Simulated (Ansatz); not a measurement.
Ansatz (a program for electronic structure) input (CCSD(T)/def2-SVPD):

Ansatz 0.2 input:
```yaml
crystal:
  periodic: [false, false, false]
  atoms:
    - {symbol: Zr, position_ang: [-0.09573801, 0.03354969, -0.03261919]}
    - {symbol: H, position_ang: [0.95030678, -1.63859582, 0.84046550]}
    - {symbol: H, position_ang: [0.40174745, 1.24419308, 1.20885244]}
    - {symbol: H, position_ang: [1.52904508, -1.12090935, 0.75251261]}
    - {symbol: H, position_ang: [0.94842125, 0.17332455, -1.49706292]}
basis:
  gaussian:
    orbitals: def2-SVPD
total_charge: 1
magnetization: {spin_polarized: true, initial_magnetization: 1}
correlation: {method: ccsd_t, electrons: outside_noble_gas}
output: {forces: true}
```

End of the output:

```
mean field evaluation 64: about -1319.2566 eV, gradient 4.0e0 eV
mean field evaluation 96: about -1319.4193 eV, gradient 6.0e0 eV
mean field evaluation 128: about -1319.0278 eV, gradient 4.6e-2 eV
mean field evaluation 160: about -1319.0274 eV, gradient 1.5e-4 eV
mean field evaluation 192: about -1319.0274 eV, gradient 1.4e-4 eV
mean field evaluation 224: about -1319.0281 eV, gradient 7.9e-2 eV
mean field evaluation 256: about -1317.3705 eV, gradient 5.4e-4 eV
mean field evaluation 288: about -1316.0764 eV, gradient 1.7e-1 eV
mean field evaluation 320: about -1315.9402 eV, gradient 1.4e-2 eV
mean field evaluation 352: about -1316.4497 eV, gradient 1.0e-1 eV
mean field evaluation 384: about -1315.9409 eV, gradient 3.9e-2 eV
mean field evaluation 416: about -1316.0249 eV, gradient 1.9e-1 eV
mean field evaluation 448: about -1316.0424 eV, gradient 7.9e-2 eV
mean field -1319.59629243 eV, -48.4942692923 hartree, gradient 2.6e-6 eV, S^2 0.758401; 17 other end points of the search recorded, 0 dependent functions left out
determinant -1319.59629243 eV, -48.4942692923 hartree, with singles and doubles -1322.95752544 eV, -48.6177923272 hartree
determinant -1319.07749733 eV, -48.4752039239 hartree, with singles and doubles -1322.48531143 eV, -48.6004387824 hartree
determinant -1319.02738676 eV, -48.4733623947 hartree, with singles and doubles -1322.36622926 eV, -48.5960625934 hartree
determinant -1317.37052057 eV, -48.4124736853 hartree, with singles and doubles -1320.66441273 eV, -48.5335219893 hartree
determinant -1316.55146185 eV, -48.3823738325 hartree, with singles and doubles -1319.52148444 eV, -48.4915201492 hartree
determinant -1316.45255402 eV, -48.3787390368 hartree, with singles and doubles -1319.54448257 eV, -48.4923653149 hartree
determinant -1316.39794748 eV, -48.3767322834 hartree, with singles and doubles -1319.38038964 eV, -48.4863350112 hartree
determinant -1319.59629243 eV, -48.4942692923 hartree, with singles and doubles -1322.91904309 eV, -48.6163781268 hartree
determinant -1319.07749733 eV, -48.4752039239 hartree, with singles and doubles -1322.43971794 eV, -48.5987632526 hartree
4 core orbitals not correlated
reference -1319.59629243 eV, -48.4942692923 hartree; 4, 3 occupied and 58, 59 virtual orbitals, 641 factors
densities: 0.32 GiB planned
second order -2.56826622 eV of doubles, -0.00000000 eV of singles
coupled cluster: 0.23 GiB planned
cycle   1  -3.32275086 eV  change   -2.0e-7 eV  update   5.5e-6
cycle   2  -3.32275041 eV  change    4.5e-7 eV  update   4.9e-6
cycle   3  -3.32275038 eV  change    3.3e-8 eV  update   3.8e-6
cycle   4  -3.32274965 eV  change    7.3e-7 eV  update   2.8e-6
cycle   5  -3.32275011 eV  change   -4.5e-7 eV  update   1.6e-6
cycle   6  -3.32275035 eV  change   -2.4e-7 eV  update   8.2e-7
cycle   7  -3.32275050 eV  change   -1.5e-7 eV  update   4.6e-7
cycle   8  -3.32275056 eV  change   -5.8e-8 eV  update   2.6e-7
perturbative correction -0.05659443 eV, -0.0020798070 hartree
the calculation of the forces begins
Total energy: -1322.97563742 eV, -48.6184579301 hartree
Atom 0 at    -0.095738     0.033550    -0.032619 Å, force    -0.298403    -0.010865    -0.055986 eV/Å
Atom 1 at     0.950307    -1.638596     0.840465 Å, force    -0.093612    -0.194897     0.058218 eV/Å
Atom 2 at     0.401747     1.244193     1.208852 Å, force     0.053796     0.128106     0.164736 eV/Å
Atom 3 at     1.529045    -1.120909     0.752513 Å, force     0.215394     0.084768     0.009969 eV/Å
Atom 4 at     0.948421     0.173325    -1.497063 Å, force     0.122824    -0.007111    -0.176937 eV/Å
Dipole moment:    -0.587193    -0.507701     0.082293 e Å
```

The spin state was set by rule; other spins were not relaxed.
